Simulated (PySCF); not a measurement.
# CsK and its ions

PW91; Cs def2-SVPD with ECP46, K def2-SVPD; scalar-relativistic core potentials (PySCF 2.14). Neutral (UKS): singlet (closed shell), Re = 4.361 Å, ωe = 65.2 cm⁻¹, De = 0.57 eV, HOMO -2.43 eV, LUMO -1.57 eV.

CsK⁺ (UKS): doublet (σ ↑), Re = 4.995 Å, ωe = 45.6 cm⁻¹, De = 0.62 eV to Cs⁺ + K. The energies at the minima are -620.00051 hartree for CsK and -619.85560 for CsK⁺.

Work out the adiabatic ionisation energy, without and with harmonic zero-point energies (1 hartree = 27.2114 eV, 1 eV = 8065.5 cm⁻¹), and the change of the bond length.

At PW91: 0.14491 hartree = 3.943 eV between the minima; the zero-point term (45.6 − 65.2)/2 cm⁻¹ = -0.001 eV makes it 3.942 eV. Re changes by +63.4 pm against the neutral. Minus the HOMO energy is 2.43 eV, -1.51 eV from the value between the minima; self-interaction puts the Kohn–Sham level too high, less so with exact exchange. The electron leaves a σ orbital, and the longer bond of the ion fits a bonding orbital, or a change in how ionic the bond is.

CsK⁻ (UKS): doublet (σ ↑), Re = 4.849 Å, ωe = 42.0 cm⁻¹, De = 0.59 eV to Cs + K⁻. The energies at the minima are -620.00051 hartree for CsK and -620.02068 for CsK⁻.

Work out the adiabatic electron affinity, without and with harmonic zero-point energies (1 hartree = 27.2114 eV, 1 eV = 8065.5 cm⁻¹), and the change of the bond length.

At PW91: 0.02017 hartree = 0.549 eV between the minima; the zero-point term (65.2 − 42.0)/2 cm⁻¹ = +0.001 eV makes it 0.550 eV. Re changes by +48.8 pm against the neutral. The electron enters a σ orbital; the charge polarises the partner, so the anion is bound more strongly.

Closed-shell solutions of metal pairs were not tested for spin polarisation, which can lower them a little. Spin–orbit coupling is left out. For an ion De counts to the pair picked by the measured ionisation energies or electron affinities, which need not be the lowest pair at this level. The highest Kohn–Sham level is positive in this anion. Much of that is self-interaction error, but it also means that the finite basis helps to hold the extra electron. States were picked by a PBE0 search and need not be the measured ground states.
